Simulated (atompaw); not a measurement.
# Nd: one change to a PAW (atompaw) potential, before and after

atompaw 4.2.0.5 input, output lines left out:

```
Nd 60
GGA-PBE scalarrelativistic loggrid 2001 logderivrange -3 5 201
6 6 5 4 0 0
6 0 0
6 1 0
5 2 0
4 3 4
0 0 0
c
c
c
c
c
v
c
c
c
c
v
c
c
v
v
3
3.00 2.35 2.80 1.95
y
1.7
n
y
0.05
n
y
-0.6
n
y
-0.2
n
custom polynom2 7 10 vanderbiltortho sinc
bessel
3.00
3.00
3.00
3.00
3.00
3.00
1.95
1.95
```

Change: all radii scaled by about 1.19 (s 3.58, p 3.58, d 3.58, f 2.32 bohr); local potential bessel scheme, radius 3.34 bohr; augmentation sinc compensation charge, radius 2.80 bohr; PAW radius 3.58 bohr; waves and projectors: custom polynom2 7 10 vanderbiltortho; core correction smooth core density matched at 2.32 bohr.

Cutoffs: the cutoffs (Ry, on a coarse ladder) from which the occupation-weighted sum of valence levels, in a spherical-Bessel basis at the reference potential, stays within 10 and 1 mRy of its value at 400 Ry; they do not see the model core or the augmentation charge, which bear on the density cutoff.

Question: What does the change do?

Answer: The potential gets softer (25 Ry and 120 Ry → 18 Ry and 55 Ry); the bound ghost in p disappears. A larger radius leaves more room for a smooth pseudo-wave, so fewer plane waves are needed.

```tsv
quantity	base	changed
cutoff, loose	25 Ry	18 Ry
cutoff, tight	120 Ry	55 Ry
bound ghosts	p	none
lowest overlap eigenvalue by channel	s 0.39, p 0.72, d 0.89, f 1.00	s 0.74, p 0.75, d 0.90, f 1.00
```

 A true bound ghost makes a file unfit for plane-wave use even where its test errors are small: the radial tests pick states by their node count and pass the ghost by. The cutoffs see the waves, projectors and local potential, not the compensation charge or the core.
